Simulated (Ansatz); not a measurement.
Worked example: GaHBr2 + AlH3 → GaH2Br + AlH2Br

Gas-phase species: GaHBr2 `[Br][GaH][Br]`, singlet; AlH3 `[AlH3]`, singlet; GaH2Br `[GaH2][Br]`, singlet; AlH2Br `[AlH2][Br]`, singlet. The partners trade Br for H: Ga–Br and Al–H bonds give way to Ga–H and Al–Br.

Shapes, held fixed at every level: PBE0-D4/def2-TZVP. Programs: Ansatz 0.2.0. The zero-point and thermal change to 298 K, harmonic and unscaled (PBE0-D4/def2-TZVP), is +1.4 kJ/mol.

At CCSD(T)/def2-TZVPP; 1 Eh = 2625.50 kJ/mol:

| species | energy (Eh) |
| --- | --- |
| GaHBr2 | -7069.588978 |
| AlH3 | -243.760742 |
| GaH2Br | -4497.410693 |
| AlH2Br | -2815.953408 |

Q: Work out ΔH(298 K) of the reaction at this level.

A: 
1. Products less reactants: (-4497.410693) + (-2815.953408) − [(-7069.588978) + (-243.760742)] = -0.014381 Eh = -37.8 kJ/mol.
2. With the thermal change: -37.8 + (+1.4) = -36.4 kJ/mol.

Other levels give -40.3 (r2SCAN-D4/def2-TZVPP) to -34.8 kJ/mol (BHLYP-D4/def2-TZVPP). No measured value is set beside it here. Relativity is left out for Br, Ga. Outer-core shells of Br, Ga are correlated, in sets that cover them unevenly.
